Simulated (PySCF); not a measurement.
# Bonding in `Cl[C@H]1[SiH2]C[SiH2][SiH2]1`

Species: C₂H₉ClSi₃.
SMILES with atom numbers: `[Cl:1][C@H:2]1[SiH2:3][CH2:4][SiH2:5][SiH2:6]1` (hydrogens: H7 on C2; H8, H9 on Si3; H10, H11 on C4; H12, H13 on Si5; H14, H15 on Si6)

Geometry (GFN2-xTB, Å), atoms numbered from 1 in this order:
```xyz
15
C2H9ClSi3 angstrom
Cl    -1.7983   -0.3288   -1.8974
C     -1.5203    0.3234   -0.2391
Si    -0.8404   -1.1397    0.7910
C      0.9648   -1.2712    0.2017
Si     1.7028    0.4573   -0.1913
Si    -0.2207    1.7343   -0.4025
H     -2.4954    0.6665    0.0992
H     -0.9074   -0.7637    2.2090
H     -1.6234   -2.3485    0.5335
H      1.5665   -1.8030    0.9361
H      0.9932   -1.8791   -0.7027
H      2.5848    0.3608   -1.3627
H      2.5626    0.8695    0.9287
H     -0.4798    2.6585    0.7127
H     -0.4934    2.4715   -1.6381
```

Bond orders from the PBE0/pcSseg-1 density (PySCF). One conformer (not necessarily the lowest) at the GFN2-xTB geometry, without solvent, vibrations or thermal averaging.

Problem. Where do the orders between heavy atoms depart from those drawn in the SMILES?

Solution. The largest departure is 0.185, at Si6–C2 (drawn single, 0.815). Drawn single, order below 0.88: C2–Si3 (0.822) and Si6–C2 (0.815).

Problem. Set the Mayer orders of the bonds beside their lengths.

Solution. 
| bond | drawn as | length (Å) | Mayer order |
| --- | --- | --- | --- |
| Cl1–C2 | single | 1.803 | 0.934 |
| C2–Si3 | single | 1.914 | 0.822 |
| Si3–C4 | single | 1.904 | 0.919 |
| C4–Si5 | single | 1.920 | 0.893 |
| Si5–Si6 | single | 2.318 | 0.917 |
| Si6–C2 | single | 1.925 | 0.815 |
| C2–H7 | single | 1.088 | 0.931 |
| Si3–H8 | single | 1.468 | 0.948 |
| Si3–H9 | single | 1.463 | 0.959 |
| C4–H10 | single | 1.088 | 0.943 |
| C4–H11 | single | 1.090 | 0.930 |
| Si5–H12 | single | 1.469 | 0.947 |
| Si5–H13 | single | 1.471 | 0.942 |
| Si6–H14 | single | 1.471 | 0.937 |
| Si6–H15 | single | 1.464 | 0.953 |

Bonds between the same two heavy elements. C–Si: lowest Si6–C2 (0.815, 1.925 Å), highest Si3–C4 (0.919, 1.904 Å); in 1 of the 6 pairs the longer bond (by over 0.003 Å) has the higher order (by 0.02 or more).

Problem. Sum the orders of all bonds at each heavy atom with more than one neighbour and set the sums beside the valence in the SMILES.

Solution. C2 3.502 (drawn 4), Si3 3.648 (drawn 4), C4 3.685 (drawn 4), Si5 3.699 (drawn 4), Si6 3.622 (drawn 4). Orders between atoms that aren't bonded are not in these sums.

For a closed shell the Mayer order of atoms A and B is Σ (PS)μν (PS)νμ over the basis functions μ on A and ν on B, with P the density and S the overlap matrix.

The run behind these numbers computed NMR shieldings as well. On Arm Neoverse V2, one thread, on a shared host, this took 20 s of wall time and 0.81 GiB of memory at its peak.
